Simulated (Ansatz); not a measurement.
**Molecular dynamics of Cl₂F₂H₂Si**

Input:

```yaml
crystal:
  periodic: [false, false, false]
  atoms:
    - { symbol: Si, position_ang: [-0.274882, 1.0e-06, -0.01917] }
    - { symbol: H, position_ang: [0.06105, -8.0e-06, 1.622095] }
    - { symbol: F, position_ang: [1.348934, 5.0e-06, -0.183856] }
    - { symbol: Cl, position_ang: [-0.770739, 1.770226, -0.951794] }
    - { symbol: Cl, position_ang: [-0.770738, -1.770228, -0.951786] }
    - { symbol: F, position_ang: [-1.920229, 6.0e-06, 0.974088] }
    - { symbol: H, position_ang: [-0.947497, -3.0e-06, 1.661326] }
basis:
  gaussian: { orbitals: "6-31G*" }
hamiltonian:
  xc: revpbe
md:
  timestep: 0.5
  n_steps: 200
  ensemble: nve
  temperature: 300.0
  initial_velocities: maxwell_boltzmann
  seed: 2121
```

Run as:

```bash
$ ansatz run input.yaml --threads 2 --pin off --max-ram 3072MiB --backend cpu --events-out ev --progress --plain --runs-dir out
```

It starts at the highest image of a converged band. Of that band: Neighbouring images differ by up to 1.4 eV, so the band resolves the path poorly. A vibrational analysis at the climbing image gives one clearly imaginary mode, 969i cm⁻¹: a first-order saddle point.

Output, in part (one step line in 4, the closing report, with atoms numbered from 0):

```
md step     0: t =     0.00 fs  T =   300.0 K  F+E_penalty+E_count = -38382.06562714 eV  E_kin = 0.193890 eV  conserved = -38381.87173714 eV  (25 SCF iters)
md step     4: t =     2.00 fs  T =   285.0 K  F+E_penalty+E_count = -38382.05586094 eV  E_kin = 0.184168 eV  conserved = -38381.87169308 eV  (29 SCF iters)
md step     8: t =     4.00 fs  T =   254.3 K  F+E_penalty+E_count = -38382.03597936 eV  E_kin = 0.164357 eV  conserved = -38381.87162253 eV  (30 SCF iters)
md step    12: t =     6.00 fs  T =   233.0 K  F+E_penalty+E_count = -38382.02218049 eV  E_kin = 0.150567 eV  conserved = -38381.87161340 eV  (30 SCF iters)
md step    16: t =     8.00 fs  T =   226.7 K  F+E_penalty+E_count = -38382.01813442 eV  E_kin = 0.146517 eV  conserved = -38381.87161761 eV  (28 SCF iters)
md step    20: t =    10.00 fs  T =   235.3 K  F+E_penalty+E_count = -38382.02363809 eV  E_kin = 0.152047 eV  conserved = -38381.87159130 eV  (31 SCF iters)
md step    24: t =    12.00 fs  T =   268.3 K  F+E_penalty+E_count = -38382.04498795 eV  E_kin = 0.173421 eV  conserved = -38381.87156712 eV  (30 SCF iters)
md step    28: t =    14.00 fs  T =   335.9 K  F+E_penalty+E_count = -38382.08866135 eV  E_kin = 0.217084 eV  conserved = -38381.87157724 eV  (30 SCF iters)
md step    32: t =    16.00 fs  T =   435.5 K  F+E_penalty+E_count = -38382.15310648 eV  E_kin = 0.281483 eV  conserved = -38381.87162302 eV  (30 SCF iters)
md step    36: t =    18.00 fs  T =   550.6 K  F+E_penalty+E_count = -38382.22751522 eV  E_kin = 0.355837 eV  conserved = -38381.87167865 eV  (30 SCF iters)
md step    40: t =    20.00 fs  T =   662.6 K  F+E_penalty+E_count = -38382.29991224 eV  E_kin = 0.428233 eV  conserved = -38381.87167904 eV  (30 SCF iters)
md step    44: t =    22.00 fs  T =   772.1 K  F+E_penalty+E_count = -38382.37067754 eV  E_kin = 0.499019 eV  conserved = -38381.87165806 eV  (28 SCF iters)
md step    48: t =    24.00 fs  T =   886.9 K  F+E_penalty+E_count = -38382.44490013 eV  E_kin = 0.573232 eV  conserved = -38381.87166823 eV  (27 SCF iters)
md step    52: t =    26.00 fs  T =  1002.5 K  F+E_penalty+E_count = -38382.51961786 eV  E_kin = 0.647907 eV  conserved = -38381.87171113 eV  (27 SCF iters)
md step    56: t =    28.00 fs  T =  1105.4 K  F+E_penalty+E_count = -38382.58610802 eV  E_kin = 0.714407 eV  conserved = -38381.87170102 eV  (27 SCF iters)
md step    60: t =    30.00 fs  T =  1201.0 K  F+E_penalty+E_count = -38382.64785419 eV  E_kin = 0.776196 eV  conserved = -38381.87165771 eV  (28 SCF iters)
md step    64: t =    32.00 fs  T =  1302.0 K  F+E_penalty+E_count = -38382.71316068 eV  E_kin = 0.841473 eV  conserved = -38381.87168722 eV  (28 SCF iters)
md step    68: t =    34.00 fs  T =  1397.0 K  F+E_penalty+E_count = -38382.77461332 eV  E_kin = 0.902891 eV  conserved = -38381.87172188 eV  (28 SCF iters)
md step    72: t =    36.00 fs  T =  1471.3 K  F+E_penalty+E_count = -38382.82261651 eV  E_kin = 0.950893 eV  conserved = -38381.87172381 eV  (28 SCF iters)
md step    76: t =    38.00 fs  T =  1527.7 K  F+E_penalty+E_count = -38382.85903712 eV  E_kin = 0.987368 eV  conserved = -38381.87166959 eV  (28 SCF iters)
md step    80: t =    40.00 fs  T =  1581.6 K  F+E_penalty+E_count = -38382.89392650 eV  E_kin = 1.022203 eV  conserved = -38381.87172312 eV  (28 SCF iters)
md step    84: t =    42.00 fs  T =  1618.0 K  F+E_penalty+E_count = -38382.91741747 eV  E_kin = 1.045692 eV  conserved = -38381.87172502 eV  (28 SCF iters)
md step    88: t =    44.00 fs  T =  1634.3 K  F+E_penalty+E_count = -38382.92791294 eV  E_kin = 1.056245 eV  conserved = -38381.87166760 eV  (28 SCF iters)
md step    92: t =    46.00 fs  T =  1651.9 K  F+E_penalty+E_count = -38382.93924212 eV  E_kin = 1.067606 eV  conserved = -38381.87163563 eV  (28 SCF iters)
md step    96: t =    48.00 fs  T =  1683.8 K  F+E_penalty+E_count = -38382.95990021 eV  E_kin = 1.088219 eV  conserved = -38381.87168089 eV  (27 SCF iters)
md step   100: t =    50.00 fs  T =  1715.8 K  F+E_penalty+E_count = -38382.98064102 eV  E_kin = 1.108944 eV  conserved = -38381.87169694 eV  (27 SCF iters)
md step   104: t =    52.00 fs  T =  1741.9 K  F+E_penalty+E_count = -38382.99740032 eV  E_kin = 1.125773 eV  conserved = -38381.87162757 eV  (28 SCF iters)
md step   108: t =    54.00 fs  T =  1781.0 K  F+E_penalty+E_count = -38383.02270763 eV  E_kin = 1.151059 eV  conserved = -38381.87164911 eV  (27 SCF iters)
md step   112: t =    56.00 fs  T =  1830.6 K  F+E_penalty+E_count = -38383.05479380 eV  E_kin = 1.183103 eV  conserved = -38381.87169129 eV  (27 SCF iters)
md step   116: t =    58.00 fs  T =  1877.1 K  F+E_penalty+E_count = -38383.08487489 eV  E_kin = 1.213191 eV  conserved = -38381.87168353 eV  (28 SCF iters)
md step   120: t =    60.00 fs  T =  1921.5 K  F+E_penalty+E_count = -38383.11350566 eV  E_kin = 1.241864 eV  conserved = -38381.87164135 eV  (28 SCF iters)
md step   124: t =    62.00 fs  T =  1972.3 K  F+E_penalty+E_count = -38383.14638771 eV  E_kin = 1.274689 eV  conserved = -38381.87169850 eV  (28 SCF iters)
md step   128: t =    64.00 fs  T =  2014.6 K  F+E_penalty+E_count = -38383.17375185 eV  E_kin = 1.302027 eV  conserved = -38381.87172455 eV  (27 SCF iters)
md step   132: t =    66.00 fs  T =  2040.0 K  F+E_penalty+E_count = -38383.19013826 eV  E_kin = 1.318426 eV  conserved = -38381.87171235 eV  (28 SCF iters)
md step   136: t =    68.00 fs  T =  2049.7 K  F+E_penalty+E_count = -38383.19642871 eV  E_kin = 1.324707 eV  conserved = -38381.87172190 eV  (28 SCF iters)
md step   140: t =    70.00 fs  T =  2035.5 K  F+E_penalty+E_count = -38383.18735351 eV  E_kin = 1.315567 eV  conserved = -38381.87178625 eV  (28 SCF iters)
md step   144: t =    72.00 fs  T =  1981.3 K  F+E_penalty+E_count = -38383.15223158 eV  E_kin = 1.280482 eV  conserved = -38381.87174960 eV  (28 SCF iters)
md step   148: t =    74.00 fs  T =  1903.7 K  F+E_penalty+E_count = -38383.10204706 eV  E_kin = 1.230372 eV  conserved = -38381.87167549 eV  (28 SCF iters)
md step   152: t =    76.00 fs  T =  1829.2 K  F+E_penalty+E_count = -38383.05388578 eV  E_kin = 1.182219 eV  conserved = -38381.87166702 eV  (28 SCF iters)
md step   156: t =    78.00 fs  T =  1760.1 K  F+E_penalty+E_count = -38383.00919462 eV  E_kin = 1.137535 eV  conserved = -38381.87165947 eV  (28 SCF iters)
md step   160: t =    80.00 fs  T =  1699.8 K  F+E_penalty+E_count = -38382.97018087 eV  E_kin = 1.098580 eV  conserved = -38381.87160062 eV  (28 SCF iters)
md step   164: t =    82.00 fs  T =  1674.1 K  F+E_penalty+E_count = -38382.95353134 eV  E_kin = 1.081978 eV  conserved = -38381.87155363 eV  (28 SCF iters)
md step   168: t =    84.00 fs  T =  1697.0 K  F+E_penalty+E_count = -38382.96842276 eV  E_kin = 1.096758 eV  conserved = -38381.87166467 eV  (28 SCF iters)
md step   172: t =    86.00 fs  T =  1731.6 K  F+E_penalty+E_count = -38382.99083145 eV  E_kin = 1.119130 eV  conserved = -38381.87170137 eV  (28 SCF iters)
md step   176: t =    88.00 fs  T =  1758.3 K  F+E_penalty+E_count = -38383.00810330 eV  E_kin = 1.136409 eV  conserved = -38381.87169397 eV  (28 SCF iters)
md step   180: t =    90.00 fs  T =  1782.1 K  F+E_penalty+E_count = -38383.02349875 eV  E_kin = 1.151796 eV  conserved = -38381.87170270 eV  (28 SCF iters)
md step   184: t =    92.00 fs  T =  1800.4 K  F+E_penalty+E_count = -38383.03541080 eV  E_kin = 1.163630 eV  conserved = -38381.87178042 eV  (28 SCF iters)
md step   188: t =    94.00 fs  T =  1786.9 K  F+E_penalty+E_count = -38383.02663679 eV  E_kin = 1.154880 eV  conserved = -38381.87175720 eV  (28 SCF iters)
md step   192: t =    96.00 fs  T =  1744.3 K  F+E_penalty+E_count = -38382.99897262 eV  E_kin = 1.127314 eV  conserved = -38381.87165836 eV  (28 SCF iters)
md step   196: t =    98.00 fs  T =  1704.4 K  F+E_penalty+E_count = -38382.97324094 eV  E_kin = 1.101585 eV  conserved = -38381.87165544 eV  (28 SCF iters)
md step   200: t =   100.00 fs  T =  1675.3 K  F+E_penalty+E_count = -38382.95442097 eV  E_kin = 1.082730 eV  conserved = -38381.87169082 eV  (27 SCF iters)
Total energy: -38382.95446134 eV, -1410.5475595532 hartree
Atom 0 at     0.476302    -0.040461    -0.216096 Å, force    -1.873416     0.220934    -0.166649 eV/Å
Atom 1 at     0.462623     0.145903     1.254300 Å, force     0.313528    -0.394503     0.050458 eV/Å
Atom 2 at     1.969583    -0.070011    -0.807331 Å, force     0.057495     0.215230    -0.136229 eV/Å
Atom 3 at    -0.854445     1.505478    -0.787361 Å, force     0.797860     0.129101    -0.055718 eV/Å
Atom 4 at    -0.632966    -1.633605    -0.982256 Å, force     0.616617    -0.173163     0.355255 eV/Å
Atom 5 at    -3.640780     0.330744     1.703778 Å, force     0.189375     0.114114    -0.512884 eV/Å
Atom 6 at    -3.449538     0.573430     0.802693 Å, force    -0.101457    -0.111712     0.465768 eV/Å
Dipole moment:     0.317913     0.035299    -0.079189 e Å
```

The run went to its last step. The conserved energy stayed within 0.027 meV per atom of its start (net change 0.0066 meV per atom), so the integration is sound. The kinetic energy rose, since the run started high on the potential surface and went downhill. It ends in pieces (Cl2FHSi + FH), so much of that is their flight and rotation, not heat. A run of 0.1 ps of so small a system gives no equilibrium averages. The orbitals stay closed-shell, which can raise the energy where a bond breaks towards radicals; this wasn't checked here.

Between its relaxed ends the band would form Si1–F6, H2–H7 and break Si1–H2, F6–H7. These pairs go: Si1–F6 1.92 → 4.56 Å, H2–H7 1.01 → 3.96 Å, Si1–H2 1.68 → 1.48 Å, F6–H7 1.19 → 0.95 Å. In the last frame they stand as before the step (other bonds may differ from the relaxed reactants and products). It ends as Cl2FHSi + FH. Pairs count as bonded within 1.25 times the sum of covalent radii (0.12 Å more for H–H).

Last frame:

```xyz
7
Properties=species:S:1:pos:R:3
Si 0.476 -0.041 -0.216
H 0.463 0.146 1.254
F 1.970 -0.070 -0.807
Cl -0.854 1.506 -0.787
Cl -0.633 -1.634 -0.982
F -3.641 0.331 1.704
H -3.450 0.573 0.803
```

Run time: 4.3 min on 2 threads of Arm Neoverse V2 (shared host), peak memory 0.13 GiB.
